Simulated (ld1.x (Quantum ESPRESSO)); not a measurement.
Before and after: RRKJ potential for W

ld1.x (Quantum ESPRESSO) 7.5 input, shortened:

```
&input
   title='W', zed=74., rel=1, dft='PZ', iswitch=3,
   config='[Xe] 4f14 5d4 6s2 6p0'
 /
 &inputp
   pseudotype=2, tm=.false., lloc=0,
   nlcc=.false.
 /
3
5P  2  1   6.00   0.00  2.10  2.10  0.0
5D  3  2   4.00   0.00  2.55  2.55  0.0
5S  1  0   2.00   0.00  1.00  1.00  0.0
 &test
   configts(1)='5s2 5p6 5d4 6s2 6p0'
 /
```

Occupied shells without a wave of their own: 6s. They enter only through the test configuration that unscreens the potential.

Change: wave 5p (bound): rc 2.10 bohr becomes 5p (bound): rc 2.92 bohr.

Cutoffs: the cutoffs (Ry, on a coarse ladder) from which the occupation-weighted sum of valence levels, in a spherical-Bessel basis at the reference potential, stays within 10 and 1 mRy of its value at 400 Ry; they do not see the model core or the augmentation charge, which bear on the density cutoff. Errors are all-electron minus pseudo energies relative to the spin-unpolarised reference configuration.

Problem. How do hardness, ghosts and transferability respond?

Solution. The potential gets neither clearly harder nor softer (110 Ry and 200 Ry → 110 Ry and 200 Ry); the s channel sets the loose cutoff, while the largest relative change is in p, which becomes softer; of the 9 tests that both files solve, the error grows in 2 and shrinks in 2 by more than 15 % and 0.3 meV (median size 106.4 → 135.0 meV); neither file shows a bound ghost.

| quantity | base | changed |
| --- | --- | --- |
| cutoff, loose | 110 Ry | 110 Ry |
| cutoff, tight | 200 Ry | 200 Ry |
| loose cutoff by channel (10 mRy a level) | p 21 Ry, d 18 Ry, s 100 Ry | p 15 Ry, d 18 Ry, s 100 Ry |
| bound ghosts | none | none |
| largest miss of a reference level, eV | 0.08 | 0.08 |
| error for 5s2 5p6 5d4 6s1 6p0, meV [ΔE 9.13 eV] | -106 | -107 |
| error for 5s2 5p6 5d4 6s0 6p0, meV [ΔE 25.16 eV] | -260 | -264 |
| error for 5s2 5p6 5d3 6s0 6p0, meV [ΔE 50.86 eV] | -364 | -390 |
| error for 5s2 5p6 5d4 6s1.5 6p0, meV [ΔE 3.74 eV] | -48 | -48 |
| error for 5s2 5p6 5d3 6s2 6p1, meV [ΔE 4.10 eV] | +82 | -371 |
| error for 5s2 5p6 5d4 6s1 6p1, meV [ΔE 4.57 eV] | -40 | -401 |
| error for 5s2 5p6 5d5 6s1 6p0, meV [ΔE 1.55 eV] | -69 | -71 |
| error for 5s2 5p6 5d4 6s2 6p0 (spin-polarised), meV [ΔE -1.93 eV] | +229 | +135 |
| error for 5s2 5p6 5d4 6s1 6p0 (spin-polarised), meV [ΔE 6.05 eV] | +186 | +59 |

Base: The 6s level has no wave, so the channel is fitted at the deeper level alone: the likely source of the large errors. Changed file: The 6s level has no wave, so the channel is fitted at the deeper level alone: the likely source of the large errors.
